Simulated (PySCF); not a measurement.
Species: C7H9F.
Atom-mapped SMILES: `[F:1][C@@H:2]1[CH:3]=[CH:4][CH:5]=[CH:6][CH2:7][CH2:8]1`

NICS = −σ at a ghost point: NICS(0) at the centroid of the ring atoms, NICS(1) 1 Å to either side along the normal of their mean plane, zz for the tensor component along that normal. Level: GIAO PBE0/pcSseg-1 (PySCF, non-relativistic, gas phase) on the GFN2-xTB geometry, one conformer.

Ring bond lengths (Å), with Mayer bond orders in brackets: C2–C3 1.492 (1.02), C3–C4 1.332 (1.83), C4–C5 1.449 (1.14), C5–C6 1.334 (1.87), C6–C7 1.495 (1.05), C7–C8 1.522 (1.05), C8–C2 1.530 (1.00).

Task: What do the NICS probes read (ppm)?

Result: 
```json
{"ring": "C2–C3–C4–C5–C6–C7–C8", "type": "7-membered carbocycle; formal bonds 2 double, 5 single", "NICS(0)": "0.2", "NICS(1), two faces": "-1.8 / -1.1", "NICS(1)zz, two faces": "2.3 / 4.5", "rms pucker (Å)": "0.25", "centre to ring atoms, mean (Å)": "1.62"}
```

Task: What can be read from them?

Result: 
- C2–C3–C4–C5–C6–C7–C8: mean NICS(1)zz 3.4 ppm, deshielded. C2, C7, C8 have four or more neighbours, and the NICS criterion for π rings isn't applied.

Task: At the first NICS(1) probe listed for ring C2–C3–C4–C5–C6–C7–C8, 1 Å off the ring, what do the in-plane components average?

Result: The isotropic value is a third of the trace: (3 × -1.8 − (2.3))/2 = -3.9 ppm.

Task: List the ring angles and the Hirshfeld charges of the ring atoms.

Result: 
- C2–C3–C4–C5–C6–C7–C8: C2 112.3° (+0.066 e), C3 124.6° (-0.052 e), C4 127.8° (-0.055 e), C5 130.2° (-0.061 e), C6 130.5° (-0.037 e), C7 116.5° (-0.064 e), C8 112.0° (-0.077 e); sum 853.8° against 900° for a flat convex ring.

Task: How shielded are the nuclei of the rings and their hydrogens (means over atoms taken as equivalent)?

Result: 
| atoms | environment | σ isotropic (ppm) | principal values of the symmetric part, first atom (ppm) |
| --- | --- | --- | --- |
| C2 | sp3 C–F carbon | 90.2 | 58.0, 78.3, 134.3 |
| C3 | alkene CH carbon | 41.1 | -55.2, 48.1, 130.4 |
| C4 | alkene CH carbon | 58.7 | -50.7, 64.3, 162.5 |
| C5 | alkene CH carbon | 55.6 | -53.4, 66.7, 153.5 |
| C6 | alkene CH carbon | 44.6 | -65.0, 42.0, 156.9 |
| C7 | allylic carbon | 153.6 | 142.8, 152.1, 166.0 |
| C8 | ring CH2 carbon | 150.0 | 135.4, 144.8, 169.9 |
| H on C2 | methine hydrogen | 26.36 | 23.0, 27.7, 28.4 |
| H on C3 | vinylic hydrogen | 25.26 | 23.6, 24.3, 28.0 |
| H on C4 | vinylic hydrogen | 25.75 | 23.4, 25.4, 28.5 |
| H on C5 | vinylic hydrogen | 25.59 | 22.9, 25.3, 28.6 |
| H on C6 | vinylic hydrogen | 25.66 | 22.6, 25.9, 28.5 |
| H on C7 | methylene hydrogen | 29.16 | 25.0, 27.7, 34.7 |
| H on C7 | methylene hydrogen | 29.23 | 24.7, 27.9, 35.1 |

The list is cut; further classes of hydrogen are left out.
